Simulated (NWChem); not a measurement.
A series in which one site is exchanged, each optimised at PBE0/def2-SVP with NWChem, gas phase unless a solvent is named. All stand in one matching conformer (torsions within 35°), which need not be the lowest. This build's default masses of Se (78.918 u) and Br (79.917 u) are each other's, which moves their modes by up to 0.6 %. For some, no frequency run checked for a minimum. def2 effective core potentials on I; no spin-orbit coupling.

A: COB(O)F (CH4BFO2; site = F)
B: COB(O)Br (CH4BBrO2; site = Br)
C: B(O)(I)OC (CH$_{4}$BIO$_{2}$; site = I)
D: COBO (CH$_{5}$BO$_{2}$; site = H)

Values for A:

| Property | Result |
|---|---|
| dipole (D), PBE0/def2-SVP | 1.83 |
| orbital gap (eV), PBE0/def2-SVP | 10.18 |
| static polarisability, B3LYP/def2-SVPD (bohr³) | 35.8 |
| lowest singlet excitation, B3LYP/def2-SVPD, TDA (eV) | 7.44 |

Task: How do these values change for the other members?

Result: 
```csv
change from A,B,C,D
"dipole (D), PBE0/def2-SVP",+0.34,+0.56,-0.46
"orbital gap (eV), PBE0/def2-SVP",-0.85,-1.92,-0.41
"static polarisability, B3LYP/def2-SVPD (bohr³)",+21.7,+35.8,+1.5
"lowest singlet excitation, B3LYP/def2-SVPD, TDA (eV)",-0.53,-1.34,+0.02
```
